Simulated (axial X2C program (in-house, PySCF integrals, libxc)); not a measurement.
## Spin–orbit effects down a group: molecules with O (ions), CCSD

Computed with an axial X2C code built on PySCF integrals, spin-free (one-electron X2C) or two-component (2c: spin–orbit coupling with atomic mean-field Coulomb and Gaunt terms, which also bring small scalar terms), in Dyall basis sets with cores contracted in-house; open shells are unrestricted.

Basis sets: Al dyall-av3z, B dyall-av3z, Ga dyall-acv3z, In dyall-acv3z, O dyall-av3z. Frozen shells (counts by l): BO⁻ O 1s, B 1s, 10 electrons correlated; AlO⁻ Al 2s1p, O 1s, 10 electrons correlated; GaO⁻ Ga 3s2p1d, O 1s, 10 electrons correlated; InO⁻ In 4s3p2d, O 1s, 10 electrons correlated. Coupled cluster in natural virtuals with an MP2 remainder. Where the outer core of a metal is frozen, bonds come out longer and ionisation energies lower.

| molecule | spin-free state | Re (Å) | ωe (cm⁻¹) | De (eV) | 2c state | Re 2c (Å) | ωe 2c (cm⁻¹) | De 2c (eV) |
| --- | --- | --- | --- | --- | --- | --- | --- | --- |
| BO⁻ | M_S = 0, Λ = 0 | 1.239 | 1730.4 | 9.17 | Ω = 0 | 1.239 | 1729.6 | 9.17 |
| AlO⁻ | M_S = 0, Λ = 0 | 1.649 | 978.3 | 6.05 | Ω = 0 | 1.649 | 978.5 | 6.04 |
| GaO⁻ | ? | ? | ? | ? | ? | ? | ? | ? |
| InO⁻ | M_S = 0, Λ = 0 | 1.930 | 696.3 | 4.13 | Ω = 0 | 1.931 | 695.7 | 3.98 |

**Question.** Estimate the 2c Re and ωe of GaO⁻ as the mean of its neighbours in the table.

**Answer.** Re ≈ 1.790 Å, ωe ≈ 837.1 cm⁻¹. The CCSD runs give the row below, so the estimate misses by 0.071 Å and 17.7 cm⁻¹.

```tsv
molecule	spin-free state	Re (Å)	ωe (cm⁻¹)	De (eV)	2c state	Re 2c (Å)	ωe 2c (cm⁻¹)	De 2c (eV)
GaO⁻	M_S = 0, Λ = 0	1.718	819.4	5.13	Ω = 0	1.719	819.4	5.08
```

Fragments in 2c: O- + B, Al + O-, Ga + O-, In + O-. Each entry is the lowest single determinant of a limited PBE0 search at one distance. De goes to single-determinant-based atoms at the same level (for ions the charge split of lowest energy) and is withheld (n/a) where an atom does not fit its ground term or J level. Main or longest-lived isotopes. One determinant is a doubtful description, or other states lie close, for AlO⁻, GaO⁻, InO⁻; these need not be ground states, and all values refer to the states named.
